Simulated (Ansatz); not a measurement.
One geometry of FGeH$_{2}$O$_{2}$ (`[OH][Ge]([OH])[F]`) radical, several functionals.

```yaml
crystal:
  periodic: [false, false, false]
  atoms:
    - {symbol: O, position_ang: [-0.639754, 1.341488, -0.464064]}
    - {symbol: Ge, position_ang: [0.211372, -0.204776, -0.465624]}
    - {symbol: O, position_ang: [1.220457, -0.112458, 0.979163]}
    - {symbol: F, position_ang: [-0.962196, -1.482700, -0.231541]}
    - {symbol: H, position_ang: [-1.362661, 1.364180, -1.098200]}
    - {symbol: H, position_ang: [1.574882, -0.969634, 1.234066]}
basis:
  gaussian: {orbitals: def2-TZVPP}
magnetization: {spin_polarized: true, initial_magnetization: 1}
hamiltonian: {xc: r2scan, dispersion: d4}
output: {forces: true, orbitals: {seedname: orbitals}}
```

```sh
$ ansatz run in.yaml --threads 2 --pin off --events-out ev --progress --plain --max-ram 22528MiB --backend cpu
```

It prints (some lines left out):

```
Functional definition: r2SCAN
934 factors; their error is unknown
mean field evaluation 1: about -63350.8849 eV, gradient 6.3e1 eV
mean field evaluation 2: about -63290.9806 eV, gradient 1.4e2 eV
mean field evaluation 4: about -63362.5485 eV, gradient 1.6e1 eV
mean field evaluation 8: about -63363.2526 eV, gradient 2.3e-1 eV
mean field evaluation 16: about -63363.2387 eV, gradient 5.3e-4 eV
mean field -63363.23873890 eV, -2328.5560745088 hartree, gradient 6.6e-5 eV, S^2 0.753692; 0 other end points of the search recorded, 0 dependent functions left out
reference -63363.23874814 eV, -2328.5560748484 hartree; 30, 29 occupied and 139, 140 virtual orbitals, 934 factors
Total energy: -63363.26090749 eV, -2328.5568891895 hartree
Atom 0 at    -0.639754     1.341488    -0.464064 Å, force    -0.011424     0.110220     0.095375 eV/Å
Atom 1 at     0.211372    -0.204776    -0.465624 Å, force     0.070017    -0.110287    -0.202019 eV/Å
Atom 2 at     1.220457    -0.112458     0.979163 Å, force     0.011645     0.095020     0.111597 eV/Å
Atom 3 at    -0.962196    -1.482700    -0.231541 Å, force    -0.059639    -0.042982     0.033940 eV/Å
Atom 4 at    -1.362661     1.364180    -1.098200 Å, force    -0.024868    -0.009546    -0.035491 eV/Å
Atom 5 at     1.574882    -0.969634     1.234066 Å, force     0.014269    -0.042424    -0.003402 eV/Å
Dipole moment:     0.129257    -0.119930    -0.295123 e Å
```

Run time 8 s (2 threads of an AMD EPYC 7R13 on a shared host); peak host memory 0.26 GiB.

With the line `hamiltonian: {xc: {name: LC-wPBE}}` and no forces (abridged; 5 s):

```
Functional definition: LC-wPBE
mean field evaluation 16: about -63355.1105 eV, gradient 3.8e-4 eV
mean field -63355.11049515 eV, -2328.2573670603 hartree, gradient 2.2e-5 eV, S^2 0.754181
Total energy: -63355.11049515 eV, -2328.2573670605 hartree
```

With the line `hamiltonian: {xc: pbe0, dispersion: d4}` and no forces (abridged; 5.5 s):

```
Functional definition: PBE0
mean field evaluation 16: about -63352.3603 eV, gradient 2.9e-5 eV
mean field -63352.36031775 eV, -2328.1562999053 hartree, gradient 2.9e-5 eV, S^2 0.753222
Total energy: -63352.44215513 eV, -2328.1593073735 hartree
```

Changing it to `hamiltonian: {xc: {name: BHLYP}, dispersion: d4}` and no forces (abridged; 6.5 s):

```
Functional definition: BHLYP
mean field evaluation 16: about -63362.8331 eV, gradient 5.9e-5 eV
mean field -63362.83314644 eV, -2328.5411692609 hartree, gradient 2.1e-5 eV, S^2 0.755869
Total energy: -63362.95720843 eV, -2328.5457284549 hartree
```

Changing it to `hamiltonian: {xc: lda}` and no forces (abridged; 2.1 s):

```
Functional definition: SPW92
mean field evaluation 16: about -63234.0626 eV, gradient 7.1e-5 eV
mean field -63234.06255124 eV, -2323.8089371712 hartree, gradient 3.7e-5 eV, S^2 0.750877
Total energy: -63234.06257837 eV, -2323.8089381680 hartree
```

The same input with `hamiltonian: {xc: {name: r2SCAN0}, dispersion: d4}` and no forces (abridged; 8 s):

```
Functional definition: r2SCAN0
mean field evaluation 16: about -63361.5936 eV, gradient 5.6e-5 eV
mean field -63361.59362370 eV, -2328.4956176404 hartree, gradient 5.6e-5 eV, S^2 0.755286
Total energy: -63361.61994428 eV, -2328.4965849037 hartree
```
